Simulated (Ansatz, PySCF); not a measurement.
The molecule CdSe, closed-shell singlet (lowest of 2S+1 = 1, 3 at CCSD(T)/def2-TZVPP on PBE0 minima; our sources give no spin for the ground state, which may be another). No spin–orbit coupling. Se is treated without relativity.

Constants: fifth-degree fit in 1/R to seven points, most abundant isotopes. Runs in def2 and cc sets follow the lowest solution found near the PBE0 minimum. The singlet is held restricted. HF and MP2 rows in def2 and cc sets belong to the determinant that coupled cluster picked by its CCSD energy.

Correlated levels freeze the inner cores; with def2 sets outer-core shells near the valence are correlated too. CBS: X⁻³ extrapolation of the correlation energy, Hartree–Fock from the larger set. Rows in 3-21G carry no dispersion term and start afresh at each structure; the Pople sets are all-electron and without relativity.

Codes used: Ansatz (Gaussian basis) for Hartree–Fock, density functionals and correlated methods; PySCF for 3-21G rows. Values without a source in brackets are computed. In def2 rows elements past Kr take small-core potentials, without spin–orbit coupling.

```
level                                r_e (Å)  ω_e (cm⁻¹)  ω_e x_e (cm⁻¹)  dipole (D)
-----------------------------------  -------  ----------  --------------  ----------
HF/3-21G                               2.483         222            0.97        7.42
HF/def2-TZVPP                          2.406         243             1.1           -
r2SCAN/def2-TZVPP                      2.343         271            0.80        5.50
MP2/def2-QZVPP                         2.322           …            0.71           -
SCS-MP2/def2-TZVPP                     2.359         261            0.76           -
CCSD/def2-TZVPP                        2.372         252            0.87           -
CCSD(T)/def2-QZVPP                     2.356         263            0.84           -
CCSD(T)/CBS(def2-TZVPP, def2-QZVPP)        …           …            0.83           -
```

Problem. Some entries are withheld; supply them.

Solution. 
- CCSD(T)/CBS(def2-TZVPP, def2-QZVPP), r_e (Å): 2.350
- CCSD(T)/CBS(def2-TZVPP, def2-QZVPP), ω_e (cm⁻¹): 267
- MP2/def2-QZVPP, ω_e (cm⁻¹): 278

Doubts at one or more of the structures used: a restricted determinant that unrestricted orbitals would lower (HF/def2-TZVPP, MP2/def2-QZVPP, SCS-MP2/def2-TZVPP, CCSD/def2-TZVPP, CCSD(T)/def2-QZVPP, CCSD(T)/CBS(def2-TZVPP, def2-QZVPP)).

Ansatz is a first-principles code.
